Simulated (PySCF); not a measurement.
**Distorted geometries of [Ce(H2O)2]3+**

[Ce(H2O)2]3+ (singlet in the valence; each metal's 4f electrons, 1 of them, lie in its core potential, out of spins and levels). PySCF 2.14.0, RKS PBE0, Ce lcecp-1-SVP with ECP47, O def2-SVP, H def2-SVP; non-relativistic Hamiltonian with scalar-relativistic core potentials where named; density fitting; no spin-orbit coupling. Relaxed geometry:

```xyz
7

Ce    0.0128   -1.0894    0.0004
O    -0.0830    0.1791    1.9671
H     0.1087    1.1411    2.1080
H    -0.3139   -0.1307    2.8801
O     0.0620    0.1822   -1.9665
H     0.3230   -0.1167   -2.8751
H    -0.1855    1.1305   -2.1142
```

**Question.** Order these distorted geometries by energy above the relaxed one, lowest first.
A.
```xyz
7

Ce   -0.0114   -1.1152    0.0345
O    -0.0642    0.1850    1.9256
H     0.0675    1.1451    2.1235
H    -0.3056   -0.1257    2.8772
O     0.0567    0.1616   -1.9624
H     0.3685   -0.1142   -2.9116
H    -0.1873    1.1594   -2.0867
```
B.
```xyz
7

Ce    0.0674   -0.9722    0.0629
O    -0.1226    0.2334    1.9714
H     0.1888    1.0502    2.1387
H    -0.5152   -0.2103    2.7912
O    -0.0131    0.0777   -1.9174
H     0.5326    0.0297   -2.8858
H    -0.2136    1.0876   -2.1611
```
C.
```xyz
7

Ce   -0.0533   -1.0962   -0.0400
O     0.0383    0.2734    1.9805
H     0.0102    1.1394    2.1051
H    -0.2934   -0.0992    2.9238
O     0.0311    0.2425   -1.9964
H     0.3065   -0.2711   -2.7772
H    -0.1153    1.1072   -2.1959
```

**Answer.** A (0.14 eV), C (0.94 eV), B (0.99 eV).

**Question.** Which forces (eV/Å) act in the one that lies 0.14 eV up?

**Answer.** 
```
Ce   0.06 -0.01 -0.72
O   -0.54 -0.26  2.00
H    0.15  0.26 -0.33
H    0.33  0.18 -1.28
O    0.15  1.04 -1.34
H   -0.56  0.49  1.57
H    0.41 -1.70  0.09
```
Forces carry noise of the integration grid, about 0.01 to 0.03 eV/Å.

An lcecp potential fixes the number of 4f electrons, so in runs with it no electron can move into or out of that shell.
